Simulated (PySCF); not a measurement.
Species: C2H9NO2Si2.
SMILES with atom numbers: `[CH3:1][O:2][C:3](=[O:4])[SiH2:5][SiH2:6][NH2:7]`

Geometry (PBE0-D3(BJ)/def2-SVP, Å), atoms numbered from 1 in this order:
```xyz
16
C2H9NO2Si2 angstrom
C      3.2312   -0.8553    0.0270
O      2.0935   -0.1136    0.4457
C      1.2486    0.2637   -0.5237
O      1.4238    0.0078   -1.6873
Si    -0.3159    1.1726    0.1448
Si    -2.0602   -0.3949    0.1420
N     -3.5461    0.4446    0.4594
H      3.7901   -1.1019    0.9370
H      3.8570   -0.2597   -0.6540
H      2.9277   -1.7737   -0.4969
H     -0.6005    2.2835   -0.8128
H     -0.0697    1.7368    1.5051
H     -1.9725   -1.1560   -1.1515
H     -1.8522   -1.3823    1.2455
H     -4.3660   -0.0911    0.7247
H     -3.8106    1.2190   -0.1399
```

Level of theory: delta-SCF UKS SCAN, pcX-2 on the ionised atom, pcseg-1 elsewhere, spin-free X2C (PySCF 2.14.0). Binding energies are ΔSCF values: E(core-ionised, relaxed orbitals) − E(ground state) at a fixed geometry, referred to the vacuum level.

Some binding energies are withheld.

```csv
atom(s),bonded to,level,binding energy (eV)
C1,O and 3 H,C 1s,292.40
C3,"O (double bond), O and Si",C 1s,293.67
N7,2 H and Si,N 1s,?
O2,2 C,O 1s,539.25
O4,C (double bond),O 1s,537.41
Si5,"C, 2 H and Si",Si 1s,1846.15
Si6,"N, 2 H and Si",Si 1s,?
Si5,"C, 2 H and Si",Si 2p3/2,106.46
Si6,"N, 2 H and Si",Si 2p3/2,?
```

**Question.** What is the Si 1s binding energy of Si6?

**Answer.** 1846.51 eV (SiH2 silicon). The other listed Si 1s value is that of Si5; the shift against it is +0.36 eV.

**Question.** Fill in N 1s for N7.

**Answer.** 404.76 eV (silicon-bound nitrogen).

**Question.** What is the Si 2p3/2 binding energy of Si6?

**Answer.** 106.70 eV (SiH2 silicon), with 2p1/2 at 107.33 eV. The other listed Si 2p3/2 value is that of Si5; the shift against it is +0.24 eV.

Lowest listed C 1s: C1, bonded to O and 3 H. Highest, 1.27 eV above it: C3, bonded to O (double bond), O and Si.

**Question.** Which photon wavelength matches the O 1s of O2 (atom 2) threshold?

**Answer.** λ = hc/E = 12398.42 eV Å / 539.25 eV = 22.992 Å.

2p3/2 and 2p1/2 are the ΔSCF energy of one spin-free 2p hole plus the eigenvalues of a spin–orbit and ligand-field matrix of the shell. 2p1/2 minus 2p3/2 (ligand field included): Si 0.62 eV. The structure is a single PBE0-D3(BJ)/def2-SVP conformer in the gas phase; no vibrational or solvent corrections.

Hardware: one thread of an Arm Neoverse N1, shared host with 64 logical CPUs at a one-minute load of 51. Cost: 2.9 min of wall time, 0.69 GiB resident at most.
